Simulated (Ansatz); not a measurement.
[(OH)3Hf]2S (Hf₂SO₆H₆). Total charge 0; singlet. Geometry r2SCAN-D4/def2-SVP.

```xyz
15

Hf    1.380   -0.769   -1.265
O     1.004   -2.323   -2.344
O     3.246   -0.271   -1.269
O     0.595   -0.923    0.586
S    -0.085    1.065   -1.702
Hf   -0.971    0.796    0.697
O    -2.545    1.883    0.442
O     0.067    1.757    2.025
O    -1.849   -0.835    1.447
H     0.765   -2.961   -3.017
H     4.105    0.151   -1.280
H     0.159   -1.598    1.131
H    -3.268    2.401    0.088
H     0.136    2.485    2.646
H    -2.739   -0.860    1.816
```

In the def2 sets Hf takes a core potential; there is no spin–orbit coupling.

Problem. Estimate the orbital energies around the gap (eV) in Ansatz with LDA (SPW92)/def2-TZVP, PBE-D4/def2-SVP, PBE-D4/def2-TZVP, PBE0-D4/def2-SVP, PBE0-D4/def2-TZVP.

Solution. 
| orbital | LDA (SPW92)/def2-TZVP | PBE-D4/def2-SVP | PBE-D4/def2-TZVP | PBE0-D4/def2-SVP | PBE0-D4/def2-TZVP |
| --- | --- | --- | --- | --- | --- |
| HOMO−5 | -7.60 | -7.24 | -7.36 | -8.91 | -8.99 |
| HOMO−4 | -7.36 | -7.00 | -7.13 | -8.70 | -8.79 |
| HOMO−3 | -6.92 | -6.51 | -6.68 | -8.22 | -8.34 |
| HOMO−2 | -6.66 | -6.39 | -6.48 | -7.75 | -7.81 |
| HOMO−1 | -6.47 | -6.20 | -6.31 | -7.51 | -7.59 |
| HOMO | -5.88 | -5.60 | -5.72 | -6.83 | -6.91 |
| LUMO | -1.86 | -1.50 | -1.59 | -0.76 | -0.81 |
| LUMO+1 | -1.14 | -0.78 | -0.93 | -0.02 | -0.17 |
| LUMO+2 | -0.94 | -0.56 | -0.71 | 0.26 | 0.15 |
| LUMO+3 | -0.63 | -0.20 | -0.40 | 0.48 | 0.43 |
| LUMO+4 | -0.42 | -0.19 | -0.25 | 0.56 | 0.48 |
| LUMO+5 | -0.31 | 0.00 | -0.12 | 0.83 | 0.70 |
